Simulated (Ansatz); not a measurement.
Computed with Ansatz.

A structure relaxed at PBE0-D4/def2-TZVP, charge 0, multiplicity 1:

```
atom   x (Å)   y (Å)   z (Å)
  C1   2.635  -0.573   0.272
  O2   1.721  -0.032   1.196
 In3  -0.168   0.291   0.731
  O4  -1.389   1.058   2.078
  O5  -0.822  -0.157  -1.074
  C6  -2.161   0.051  -1.454
  H7   2.340  -1.568  -0.084
  H8   2.777   0.068  -0.607
  H9   3.604  -0.671   0.774
 H10  -0.939   1.227   2.910
 H11  -2.870  -0.525  -0.846
 H12  -2.271  -0.275  -2.494
 H13  -2.457   1.107  -1.403
```

(1) Give its formula and SMILES.

(2) Point group (tolerance 0.08 Å, 0.16 Å for H)?

(3) Summarise the bond lengths by kind.

## Answers

(1) C2H7InO3, `C[O][In]([OH])[O]C`.

(2) Cs.

(3) 2 × C–O 1.408 Å; 6 × C–H 1.095 to 1.097 Å; 3 × In–O 1.971 to 1.974 Å; 1 × H–O 0.961 Å.
